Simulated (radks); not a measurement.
Species: Te+. Configuration: [Kr] 4d10 5s2 5p2 6s1 (not the ground configuration). All-electron calculation, scalar-relativistic Kohn-Sham, LDA (Slater exchange, Perdew-Wang correlation), spin-polarised, spherical densities, point nucleus; open shells are filled with parallel spins first (spin-orbit coupling, left out, can overturn this in heavy ions). Program: a radial shooting solver on a logarithmic mesh with Libxc functionals.

Unscreened Slater integrals over Kohn-Sham orbitals (hartree). They are taken over the spin-up orbitals.

integral       value
F0(6s,6s)    0.18379
F0(6s,5p)    0.22415
G1(6s,5p)   0.022769
F0(6s,5s)    0.22954
G0(6s,5s)   0.012137
F0(6s,4d)    0.24356
G2(6s,4d)  0.0088443
F0(5p,5p)    0.37936
F2(5p,5p)    0.20430
F0(5p,5s)    0.41052
G1(5p,5s)    0.27061
F0(5p,4d)    0.47550
F2(5p,4d)    0.13124
G1(5p,4d)   0.042883
G3(5p,4d)   0.039105
F0(5s,5s)    0.45340
F0(5s,4d)    0.55382
G2(5s,4d)   0.071805
F0(4d,4d)    0.93006
F2(4d,4d)    0.46834
F4(4d,4d)    0.30963

Derived for the open shells (J is the average intra-shell exchange parameter used in DFT+U). 5p: J = F2/5 = 0.04086 hartree.
